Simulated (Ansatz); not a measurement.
Ge(OEt)H3 (C₂H₈GeO). Total charge 0; triplet. Geometry r2SCAN-D4/def2-SVP, that of the neutral singlet.

Cartesian coordinates in Å:
```
Ge 1.919 -0.689 -0.645
O 0.520 0.388 -0.380
C -0.608 -0.119 0.310
C -1.640 0.982 0.425
H -1.041 -0.990 -0.227
H -0.324 -0.479 1.322
H -2.537 0.627 0.955
H -1.222 1.840 0.974
H -1.937 1.331 -0.576
H 2.929 0.171 -1.405
H 1.471 -1.911 -1.470
H 2.469 -1.152 0.718
```

At PBE0-D4/def2-TZVP a singlet of charge 0 lies 6.17 eV below the triplet at the same geometry.

Problem. Estimate the α-spin orbital energies around the gap (eV) in Ansatz with PBE-D4/def2-TZVP, r2SCAN-D4/def2-TZVP, PBE0-D4/def2-TZVP.

Solution. 
| orbital | PBE-D4/def2-TZVP | r2SCAN-D4/def2-TZVP | PBE0-D4/def2-TZVP |
| --- | --- | --- | --- |
| HOMO−5 | -9.82 | -10.29 | -11.49 |
| HOMO−4 | -8.84 | -9.28 | -10.52 |
| HOMO−3 | -8.66 | -9.19 | -10.47 |
| HOMO−2 | -8.25 | -8.62 | -9.52 |
| HOMO−1 | -8.14 | -8.38 | -9.30 |
| HOMO | -1.17 | -1.22 | -1.82 |
| LUMO | 0.01 | 0.49 | 0.83 |
| LUMO+1 | 0.43 | 1.01 | 1.33 |
| LUMO+2 | 0.68 | 1.07 | 1.57 |
| LUMO+3 | 0.93 | 1.30 | 1.89 |
| LUMO+4 | 1.32 | 1.84 | 2.15 |
| LUMO+5 | 1.61 | 2.25 | 2.47 |
| β HOMO | -7.85 | -8.10 | -9.03 |
| β LUMO | -7.02 | -6.85 | -6.01 |
